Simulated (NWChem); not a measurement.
System: CH$_{3}$BClFO; SMILES COB(F)Cl

```xyz
8

B      0.5441     0.1537     0.0000
F      1.7346     0.7349     0.0000
Cl    -0.8906     1.2133     0.0000
O      0.4853    -1.1817     0.0000
C     -0.6894    -1.9880     0.0000
H     -0.6691    -2.6220    -0.8907
H     -0.6691    -2.6220     0.8907
H     -1.5993    -1.3822     0.0000
```
Atoms are numbered in this order, from 1.

Results from NWChem. The geometry was optimised at B3LYP/6-31G* (spherical d). Total energies compare along this basis series because the functional is fixed.

```tsv
level	basis functions	energy (Ha)	highest occupied level (eV)	orbital gap (eV)	dipole (D)
PBE/def2-SVP	89	-699.3926	-7.57	7.40	2.39
PBE/def2-SVPD	137	-699.4165	-7.91	7.24	2.48
PBE/def2-TZVP	179	-699.8328	-7.79	7.27	2.42
PBE/def2-TZVPP	208	-699.8340	-7.79	7.27	2.41
```
